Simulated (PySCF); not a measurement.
Isomers of C4H3N. Gas-phase values, no solvent. Strings in code marks are SMILES.

All values below come from B3LYP-D3(BJ)/def2-TZVP (PySCF). All candidates: neutral, multiplicity 1. B3LYP has the VWN-RPA correlation part, as in Gaussian. Excitations are Tamm–Dancoff values on a coarser integration grid. The basis has no diffuse functions, so Rydberg states are missing or too high.

- T1 excitation (TDA) = 3.71 eV
- LUMO = -0.61 eV
- S1 excitation (TDA) = 4.01 eV

Problem. Identify which member has these values.
A. `C#CC#CN`
B. `N=c1c2c1C2`
C. `C=C=C=C=N`
D. `C#CN=C=C`

Solution. A, `C#CC#CN`. The others give `N=c1c2c1C2`: 2.72 eV, -2.09 eV, 4.06 eV; `C#CN=C=C`: 3.42 eV, -1.58 eV, 3.75 eV; `C=C=C=C=N`: 2.53 eV, -2.08 eV, 2.84 eV
